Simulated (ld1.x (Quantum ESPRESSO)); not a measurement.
**Before and after: TM potential for Re**

ld1.x (Quantum ESPRESSO) 7.5 input, shortened:

```
&input
   title='Re', zed=75., rel=2, dft='PZ', iswitch=3,
   config='[Xe] 4f14 5d5 6s2 6p0', rel_dist='average'
 /
 &inputp
   pseudotype=2, tm=.true., lloc=1,
   nlcc=.false.
 /
3
6S  1  0   2.00   0.00  2.40  2.40  0.0
5D  3  2   5.00   0.00  2.05  2.05  0.0
6P  2  1   0.00   0.00  4.00  4.00  0.0
 &test
   configts(1)='5d5 6s2 6p0'
 /
```

Open shells are filled in proportion to 2j + 1 (rel_dist='average').

Change: local potential the s channel.

Cutoffs: the cutoffs (Ry, on a coarse ladder) from which the occupation-weighted sum of valence levels, in a spherical-Bessel basis at the reference potential, stays within 10 and 1 mRy of its value at 400 Ry; they do not see the model core or the augmentation charge, which bear on the density cutoff. Errors are all-electron minus pseudo energies relative to the spin-unpolarised reference configuration.

Problem. Predict the effect on cutoff, ghosts and configuration errors.

Solution. The potential gets neither clearly harder nor softer (35 Ry and 40 Ry → 35 Ry and 40 Ry); of the 7 tests that both files solve, the error grows in 3 and shrinks in 3 by more than 15 % and 0.3 meV (median size 13.0 → 28.0 meV); neither file shows a bound ghost.

| quantity | base | changed |
| --- | --- | --- |
| cutoff, loose | 35 Ry | 35 Ry |
| cutoff, tight | 40 Ry | 40 Ry |
| bound ghosts | none | none |
| error for 5d5 6s1 6p0, meV [ΔE 9.52 eV] | +3.5 | +4.1 |
| error for 5d5 6s0 6p0, meV [ΔE 26.20 eV] | +6.9 | +27 |
| error for 5d4 6s0 6p0, meV [ΔE 53.64 eV] | -95 | +30 |
| error for 5d5 6s0 6p1, meV [ΔE 15.36 eV] | -13 | +28 |
| error for 5d4 6s2 6p1, meV [ΔE 5.07 eV] | -78 | -41 |
| error for 5d5.5 6s1.5 6p0, meV [ΔE 0.39 eV] | -12 | -8.8 |
| error for 5d6 6s0 6p0, meV [ΔE 9.72 eV] | -52 | -46 |
| s: phases at 4.38 bohr within 0.05 rad from the reference energy up to (Ry; the scan ends near 5) | 0.4 | 0.7 |
| p1/2: phases at 4.38 bohr within 0.05 rad from the reference energy up to (Ry; the scan ends near 5) | n/a | 1.1 |
| p3/2: phases at 4.38 bohr within 0.05 rad from the reference energy up to (Ry; the scan ends near 5) | n/a | 1.1 |
| d3/2: phases at 4.38 bohr within 0.05 rad from the reference energy up to (Ry; the scan ends near 5) | 0.3 | 0.4 |
| d5/2: phases at 4.38 bohr within 0.05 rad from the reference energy up to (Ry; the scan ends near 5) | 0.3 | 0.4 |
